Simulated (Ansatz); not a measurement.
C₉H₁₆NOSc (`C[O][Sc]1234([N](C)C)[C@@H]5[C@H]1[C@H]2[C@@]3(C)[C@@H]54`), relaxed with RKS PBE0-D4/def2-TZVP in Ansatz 0.2.0 from a GFN2-xTB geometry. The force threshold is 0.005 eV/Å; the program also tests the step.

Total charge 0; spin multiplicity 1.

Start:

```xyz
28

C     1.238    0.264   -2.889
O     0.849    0.303   -1.563
Sc   -0.102   -0.036   -0.069
N    -1.411   -1.509   -0.367
C    -1.350   -2.375   -1.538
C    -2.634   -1.821    0.359
C    -0.902    1.327    1.786
C    -0.246    0.216    2.358
C     1.128    0.290    2.009
C     1.330    1.473    1.254
C     2.658    2.046    0.836
C     0.070    2.102    1.098
H     2.148   -0.346   -3.013
H     0.451   -0.161   -3.533
H     1.459    1.280   -3.254
H    -1.366   -3.438   -1.235
H    -2.220   -2.213   -2.200
H    -0.435   -2.194   -2.110
H    -3.523   -1.676   -0.280
H    -2.737   -1.192    1.246
H    -2.633   -2.878    0.680
H    -1.916    1.641    2.002
H    -0.677   -0.478    3.068
H     1.916   -0.314    2.443
H     2.914    2.897    1.472
H     3.445    1.300    0.932
H     2.629    2.391   -0.197
H    -0.083    3.101    0.705
```

How much energy does the relaxation release, and in how many steps? (Estimate.)

The calculation gave: 0.37 eV, in 53 steps, 6 of them rejected.

Which bonds change most? (An estimate is asked.)

Ansatz gave: O2–Sc3 from 1.804 to 1.875 Å; Sc3–C7 from 2.437 to 2.474 Å; Sc3–C8 from 2.444 to 2.474 Å.

Give the relaxed structure. (Estimate.)

The calculation gave: 
```xyz
28

C     1.875    0.171   -2.701
O     0.962   -0.064   -1.690
Sc   -0.082   -0.134   -0.134
N    -1.597   -1.436   -0.293
C    -1.741   -2.166   -1.533
C    -2.634   -1.817    0.628
C    -0.946    1.109    1.823
C    -0.121    0.090    2.329
C     1.204    0.356    1.907
C     1.210    1.552    1.156
C     2.403    2.223    0.563
C    -0.128    2.002    1.089
H     2.422   -0.744   -2.961
H     1.374    0.526   -3.611
H     2.615    0.930   -2.411
H    -1.678   -3.255   -1.377
H    -2.714   -1.972   -2.012
H    -0.960   -1.888   -2.246
H    -3.638   -1.612    0.222
H    -2.544   -1.277    1.572
H    -2.603   -2.895    0.856
H    -2.015    1.189    1.953
H    -0.441   -0.757    2.920
H     2.076   -0.242    2.139
H     2.845    2.929    1.274
H     3.177    1.501    0.296
H     2.142    2.783   -0.336
H    -0.462    2.896    0.579
```
